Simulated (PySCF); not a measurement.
Structure with atom numbers: `[CH3:1][O:2][C:3]1([CH:4]=[O:5])[CH2:6][CH2:7]1` (H(Xn): hydrogen on atom n).

Geometry: GFN2-xTB; GIAO shifts from PySCF, gas phase, non-relativistic, averaged over equivalent atoms.

At B97-2/6-311G** (174 basis functions, 20 s wall time on 1 thread of an Arm Neoverse V2, shared host):
```json
{"atoms": "C4", "δ (ppm)": "204.2"}
{"atoms": "C3", "δ (ppm)": "69.8"}
{"atoms": "C1", "δ (ppm)": "58.5"}
{"atoms": "C6/C7", "δ (ppm)": "23.1"}
{"atoms": "O5", "δ (ppm)": "636.0"}
{"atoms": "O2", "δ (ppm)": "33.0"}
{"atoms": "H(C4)", "δ (ppm)": "10.84"}
{"atoms": "H(C1)", "δ (ppm)": "3.58"}
{"atoms": "Hb(C6)/Hb(C7)", "δ (ppm)": "1.31"}
{"atoms": "Ha(C6)/Ha(C7)", "δ (ppm)": "1.29"}
```

Referencing at the same level of theory: TMS for 13C (189.84 ppm) and 1H (32.19 ppm); 17O (340.55 ppm) vs H2O.

Task: Predict the values at PBE0/Sadlej pVTZ on the same geometry.

Result: 
```
        atoms  δ at PBE0/Sadlej pVTZ  change
           C4                  212.0    +7.8
           C3                   74.3    +4.5
           C1                   56.5    -2.0
        C6/C7                   22.4    -0.7
           O5                  617.5   -18.5
           O2                   26.3    -6.7
        H(C4)                  11.30   +0.46
        H(C1)                   3.92   +0.34
Hb(C6)/Hb(C7)                   1.45   +0.14
Ha(C6)/Ha(C7)                   1.49   +0.20
```

Scale: 13C (σ = 197.36 ppm) and 1H (σ = 32.08 ppm) vs TMS; 17O (σ = 337.59 ppm) vs H2O (reference shieldings calculated alike).

The largest change is at O5 (aldehyde oxygen). Cost: 240 basis functions, 47 s wall time on 1 thread of an Arm Neoverse V2, shared host. The order of the carbon signals is the same at both levels.

The carbons averaged at δ 23.1 differ by 8 ppm in this conformer. Unscaled 17O shifts of doubly bonded oxygen tend to come out too high, by tens of ppm or more. Experimental scales use liquid or dissolved standards, which lie at an offset from isolated H2O (liquid H2O: subtract about 36 ppm).
